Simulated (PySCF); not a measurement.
## Spin states and ions at one geometry of BiI3

PySCF 2.14.0, RKS B3LYP, Bi def2-SVP with ECP60, I def2-SVP with ECP28; non-relativistic Hamiltonian with scalar-relativistic core potentials where named; density fitting; no spin-orbit coupling; singlets restricted, open shells unrestricted. The geometry is relaxed for charge 0, singlet, vacuum:

```xyz
4

Bi    0.0000    0.0000    0.8583
I     2.5562    0.0000   -0.4199
I    -1.2781    2.2137   -0.4199
I    -1.2781   -2.2137   -0.4199
```

Energies count from the relaxed state; an electron taken off or put on is at rest in vacuum. Charges and spins are Mulliken's.

Task: Order these states by energy, lowest first.
A. charge 0, singlet, vacuum
B. charge -1, doublet, vacuum
C. charge 0, triplet, vacuum
D. charge +1, doublet, vacuum

Result: B (-1.74 eV), A (0.00 eV), C (2.91 eV), D (9.09 eV).

Task: How do charge and spin on the first atom follow?

Result: 
```json
{"state": "charge 0, singlet, vacuum", "spin squared": "0.00", "charge on Bi1 (e)": "0.57", "spin on Bi1 (e)": "0.00", "dipole about the centre of mass (D)": "2.83"}
{"state": "charge 0, triplet, vacuum", "spin squared": "2.00", "charge on Bi1 (e)": "0.37", "spin on Bi1 (e)": "0.67", "dipole about the centre of mass (D)": "1.14"}
{"state": "charge +1, doublet, vacuum", "spin squared": "0.75", "charge on Bi1 (e)": "0.65", "spin on Bi1 (e)": "-0.07", "dipole about the centre of mass (D)": "1.50"}
{"state": "charge -1, doublet, vacuum", "spin squared": "0.75", "charge on Bi1 (e)": "0.31", "spin on Bi1 (e)": "0.70", "dipole about the centre of mass (D)": "2.45"}
```

With an electron taken off (doublet) the charges change, summed by element, by Bi +0.08 e, I +0.92 e. The vertical ionisation energy is 9.09 eV, against −ε(HOMO) = 7.26 eV of the relaxed state. The level lies 1.8 eV too high, as is usual for semilocal functionals and global hybrids, which keep a self-interaction error.

With an electron put on (doublet) the charges change, summed by element, by Bi -0.26 e, I -0.74 e. The vertical electron affinity is 1.74 eV, against −ε(LUMO) = 3.48 eV of the relaxed state. The basis has no diffuse functions, which an added electron needs. The added electron's level lies above zero.

Open shells may have lower solutions than those found.
